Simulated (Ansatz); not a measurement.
Consider the ligand exchange at the Si–C bond: `B[SiH2]C[SiH3]` + `OB(O)F` → `OB(F)O[SiH3]` + `B[SiH2]C`.

Calculated with Ansatz (gas phase, PBE0-D4/def2-TZVP geometries, no zero-point term in ΔE). CBS: MP2 limit from def2 TZ/QZ plus the TZ coupled-cluster correction, frozen cores. Functionals use def2-TZVPP. B3LYP here is the variant with VWN-RPA as its local correlation; programs differ in this. Each species was taken in one conformer, which may not be the lowest.

`B[SiH2]C[SiH3]`:

Z-matrix (Å, degrees):
```
Si
C 1 1.879
B 1 2.009 2 116.1
H 1 1.497 2 109.2 3 -119.2
H 1 1.493 2 109.2 3 124.8
Si 2 1.871 1 114.3 3 176.2
H 2 1.095 1 108.7 3 54.2
H 2 1.095 1 108.8 3 -61.8
H 3 1.197 1 119.6 2 170.9
H 3 1.197 1 123.2 2 -10.9
H 6 1.488 2 110.1 1 -60.6
H 6 1.489 2 111.4 1 179.2
H 6 1.488 2 110.3 1 59.0
```

`OB(O)F`:

Cartesian coordinates in Å:
```
O 1.033 0.398 -0.113
B -0.165 -0.246 -0.105
O -1.217 0.224 0.603
F -0.335 -1.369 -0.803
H 1.693 -0.041 -0.655
H -1.009 1.034 1.074
```

`OB(F)O[SiH3]`:

Z-matrix (Å, degrees):
```
Si
O 1 1.655
H 1 1.484 2 110.2
H 1 1.484 2 110.2 3 -121.4
H 1 1.480 2 106.4 3 119.3
B 2 1.348 1 131.9 3 60.8
F 6 1.334 2 118.9 1 180.0
O 6 1.359 2 121.1 1 -0.0
H 8 0.960 6 113.4 2 180.0
```

`B[SiH2]C`:

Cartesian coordinates in Å:
```
B -0.707 -1.655 0.454
Si -0.512 0.150 -0.409
C 1.026 1.119 0.054
H 0.114 -2.138 1.179
H -1.687 -2.306 0.236
H -1.732 0.951 -0.082
H -0.541 -0.075 -1.888
H 1.928 0.562 -0.209
H 1.058 2.080 -0.464
H 1.053 1.312 1.129
```

```tsv
level	ΔE (kJ/mol)	difference from CCSD(T)/CBS
PBE-D4	-72.0	12.7
r2SCAN-D4	-83.7	1.0
B3LYP-D4	-88.4	-3.7
ωB97X-V	-85.4	-0.7
ωB97M-V	-84.0	0.7
PBE	-74.3	10.4
r2SCAN	-84.4	0.3
B3LYP	-92.2	-7.5
HF/def2-TZVPP	-107.0	-22.3
MP2/def2-TZVPP	-84.7	0.0
CCSD/def2-TZVPP	-87.5	-2.8
CCSD(T)/def2-TZVPP	-84.3	0.4
HF/def2-QZVPP	-108.5	-23.8
MP2/def2-QZVPP	-85.4	-0.7
HF/CBS(def2)	-108.7	-24.0
CCSD/CBS(def2)	-87.8	-3.1
CCSD(T)/CBS	-84.7	0
```

Largest T1 diagnostic among the species: 0.012.

From PBE to PBE0 (25 % exact exchange), in def2-TZVPP and without D4, ΔE moves by −3.3 kJ/mol. The D4 term adds +3.8 kJ/mol with B3LYP and +2.1 kJ/mol with PBE0; it sums over pairs of atoms, weighted by their polarisabilities, and B3LYP, whose exchange is more repulsive, gets the larger term. In def2-TZVPP, CCSD(T) changes the Hartree–Fock value by +22.7 kJ/mol (the triples alone add +3.1 kJ/mol) and MP2 by +22.3 kJ/mol.
